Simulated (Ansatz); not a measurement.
This geometry of ClFGaH₃O₂ (8 atoms, charge 0, multiplicity 1) is a first-order saddle point.

All numbers below come from Ansatz, RKS PBE/def2-SVP.

```xyz
8
Properties=species:S:1:pos:R:3
Ga 0.029 -0.046 -0.044
Cl -0.054 -0.432 2.171
O 1.635 -0.007 -0.837
H 2.013 -0.902 -0.915
O -1.515 -0.244 -0.932
H -2.253 -0.399 -0.312
F 0.043 1.984 0.728
H 0.049 1.559 1.605
```

Which two structures does it join? (They come from a converged band through this point; their orientation in space is the band's.)

No bond is made or broken.

Image 0:

```xyz
8
Properties=species:S:1:pos:R:3
Ga -0.029 -0.150 -0.110
Cl 0.057 -0.450 2.116
O 1.478 -0.346 -1.049
H 2.246 -0.457 -0.459
O -1.620 -0.252 -0.917
H -2.341 -0.314 -0.263
F 0.065 1.951 0.635
H 0.089 1.530 1.510
```

Image 8:

```xyz
8
Properties=species:S:1:pos:R:3
Ga 0.063 -0.165 0.110
Cl -0.179 -0.340 2.316
O 1.739 -0.399 -0.469
H 1.755 -0.479 -1.442
O -1.374 -0.320 -0.953
H -2.199 -0.365 -0.434
F 0.100 1.970 0.717
H 0.042 1.612 1.617
```

How far does it lie above each of them?

5.4 kJ/mol above the first and 5.9 kJ/mol above the second. This is the barrier of this one path; another mechanism may lie lower.

The run took 5.5 min on 2 threads of Arm Neoverse V1, with other jobs on the host, peak memory 0.15 GiB.
